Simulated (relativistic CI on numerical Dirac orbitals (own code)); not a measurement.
Computed by Dirac-Coulomb-Breit CI, separate exchange-only KLI orbitals for each configuration, model QED (radiative potential, 1s self-energy scaled to tabulated hydrogen-like ionisation energies), unscaled Slater integrals (own radial code, finite nucleus).

The strongest absorption lines from the ground level of an ion, among the configurations computed and to levels below about 1370 eV (vacuum wavelength in nm, gf): 0.97621 (4.3e-06), 1.3139 (0.68), 1.3678 (1.5), 1.3769 (0.0061), 1.4934 (0.12), 1.5671 (0.24), 5.9599 (1.4), 7.5669 (0.19).

Question: Which ion is it?
A. I XXXVI
B. Sn XXXIII
C. Ag XXX
D. Ru XXVII

Answer: C. Ag XXX has 18 electrons and the ground level 3s²3p⁶ ¹S0; the strongest line goes to 3s²3p⁵4d ¹P°1. The pattern of lines fixes the number of electrons, and along that sequence the line energies rise steadily with the charge (about as its square where n changes within one kind of shell, about linearly where n is kept but much faster in heavy ions where fine structure, which grows about as Z⁴, sets the gap, and irregularly where shells cross), which fixes Z. Configurations outside the model, such as inner-shell arrays, can give stronger lines. At this charge energies of transitions that change n are usually good to better than 1 %, and those within a shell (Δn = 0) to a few per cent.

LS names give the leading component of a level, which can be under half, so a name can repeat, a term be missing and a line seem to break the LS rules.
